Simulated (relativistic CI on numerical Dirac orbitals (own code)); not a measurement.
**Yb³⁺: 3d photoemission**

Computed with this model: Dirac-Coulomb-Breit CI, orbitals from a KLI potential per configuration, QED by a radiative potential, valence Slater integrals scaled by 0.8, multiplet model of photoemission in the sudden approximation; configurations [Xe] 4f13 → [Ar] 3d9 4s2 4p6 4d10 4f13 5s2 5p6; 80 K; Lorentzian 0.9 eV and Gaussian 0.7 eV FWHM. Energies are those of the free ion, without screening or charge transfer. The energies are binding energies and can lie tens of eV above those of solids. S is read from ⟨S²⟩ = S(S + 1).

free ion: ground-state S = 0.50, centroid 1584.47 eV. Peaks (eV, height): 1563.5 (100), 1565.8 (67), 1568.5 (33), 1612.8 (59), 1614.2 (74).

Strongest unbroadened transitions for free ion:

```csv
Energy (eV),Relative strength
1563.39,66.9
1563.57,100.0
1565.25,30.4
1565.81,61.1
1566.03,2.4
1566.14,20.5
1566.96,33.4
1567.66,8.0
1568.45,23.8
1568.58,12.1
1568.76,11.0
1612.02,56.3
1612.72,12.9
1612.93,51.5
1613.45,4.9
1614.18,84.3
1614.55,33.6
1615.26,2.3
```
